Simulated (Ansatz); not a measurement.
One change: `CN(C)CN(C)C` becomes `CN(C)[CH2][AlH2]`.

Ansatz, PBE0-D4/def2-TZVP geometries, multiplicity 1. Each molecule was computed in one conformer, which needn't be the lowest.

| property | `CN(C)CN(C)C` |
| --- | --- |
| HOMO energy (PBE0/def2-TZVPP) / eV | -6.16 |
| HOMO energy (PBE/def2-TZVPP) / eV | -4.83 |
| HOMO–LUMO gap (PBE0/def2-TZVPP) / eV | 7.31 |
| LUMO energy (B3LYP/def2-TZVPP) / eV | 0.82 |
| LUMO energy (PBE0/def2-TZVPP) / eV | 1.15 |
| size of the dipole moment (ωB97M-V/def2-TZVPP) / D | 0.62 |

(1) Give the same properties after the change, and the shifts. (Best estimate.)

Results:

(1) The calculation gave: 
```
                                          property  `CN(C)[CH2][AlH2]`  shift
                HOMO energy (PBE0/def2-TZVPP) / eV               -6.09   0.07
                 HOMO energy (PBE/def2-TZVPP) / eV               -4.79   0.04
              HOMO–LUMO gap (PBE0/def2-TZVPP) / eV                4.79  -2.52
               LUMO energy (B3LYP/def2-TZVPP) / eV               -1.53  -2.35
                LUMO energy (PBE0/def2-TZVPP) / eV               -1.31  -2.46
size of the dipole moment (ωB97M-V/def2-TZVPP) / D                0.96   0.34
```

With PBE0 the HOMO rises by 0.07 eV and the LUMO falls by 2.46 eV, so the gap narrows by about 2.53 eV. PBE moves the HOMO by 0.04 eV and ωB97M-V by 0.08 eV. Dipoles are sizes alone; their direction can turn.

Positive LUMOs are unbound, so they and the gaps depend on the basis.

B3LYP here is the variant with VWN-RPA as its local correlation; programs differ in this.
